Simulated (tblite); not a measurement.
Compound: C₆H₁₁O₂ (doublet state).
Bonds: C1–C2, C2–C3, C3–C4, C3–C5, C5–O6, O6–C7, C7–O8 (double). Hydrogens: H9, H10, H11 on C1; H12, H13 on C2; H14, H15, H16 on C4; H17, H18 on C5; H19 on C7.

The geometry is computed with GFN2-xTB (gas phase). This method treats the open shell by occupation alone, without spin polarisation.

**Question.** List the bond lengths, angles and torsions at this level.

**Answer.** 
| bond | length (pm) | order |
| --- | --- | --- |
| C1–C2 | 154.0 | single |
| C2–C3 | 148.5 | single |
| C3–C4 | 148.4 | single |
| C3–C5 | 147.8 | single |
| C5–O6 | 147.0 | single |
| O6–C7 | 131.2 | single |
| C7=O8 | 119.7 | double |
| C1–H9, C1–H10, C1–H11 | 108.7 | single |
| C2–H12, C2–H13 | 109.3 | single |
| C4–H14, C4–H15, C4–H16 | 109.1 | single |
| C5–H17, C5–H18 | 109.4 | single |
| C7–H19 | 110.6 | single |

Bonds in one row agree within 1 pm and their mean is given. Orders are formal, as drawn. A selection of angles:
| angle | degrees |
| --- | --- |
| C2–C1–H9 | 109.9 |
| C2–C1–H10 | 110.6 |
| H9–C1–H10 | 108.8 |
| C1–C2–C3 | 112.6 |
| C1–C2–H12 | 107.7 |
| C1–C2–H13 | 108.5 |
| C3–C2–H12 | 109.5 |
| H12–C2–H13 | 108.5 |
| C2–C3–C4 | 120.3 |
| C2–C3–C5 | 120.1 |
| C4–C3–C5 | 118.6 |
| C3–C4–H14 | 111.1 |
| H14–C4–H15 | 108.3 |
| H15–C4–H16 | 109.0 |
| C3–C5–O6 | 111.2 |
| C3–C5–H17 | 111.9 |
| O6–C5–H17 | 104.2 |
| O6–C5–H18 | 106.6 |
| H17–C5–H18 | 110.7 |
| C5–O6–C7 | 117.7 |
| O6–C7–O8 | 127.9 |
| O6–C7–H19 | 108.4 |
| O8–C7–H19 | 123.7 |

Torsions: C1–C2–C3–C4 69° (synclinal); C2–C3–C5–O6 82° (synclinal); C3–C5–O6–C7 -102° (anticlinal); C5–O6–C7–O8 -2° (synperiplanar). The mirror-image conformer, all signs reversed, is as good.

The C–C distances run from 1.478 Å (C3–C5, drawn single) to 1.540 Å (C1–C2, drawn single), a spread of 0.062 Å. C3 (carbon bonded to 3 C) is almost planar (angles 120.3°, 120.1° and 118.6°, sum 358.9°, 0.09 Å off the plane of its three neighbours). C7 (carbon bonded to 2 O and H) is planar (angles 127.9°, 123.7° and 108.4°, sum 360.0°, 0.00 Å off the plane of its three neighbours). Of the pairs four or more bonds apart, O8···H18 is among the closest relative to their van der Waals radii: 2.30 Å, 85 % of the sum of Bondi's values. The 3 C–O bonds span 1.197 Å (C7=O8, drawn double) to 1.470 Å (C5–O6, drawn single), a spread of 0.273 Å.

Point group: C1 (no symmetry element, even within 0.4 Å). Its lowest GFN2-xTB frequency is 14 cm⁻¹, too small to tell a flat minimum from a shallow saddle. 3 starts were optimised and ended at 0.00, 0.00 and 0.84 kcal/mol (GFN2-xTB); the lowest of these is shown.
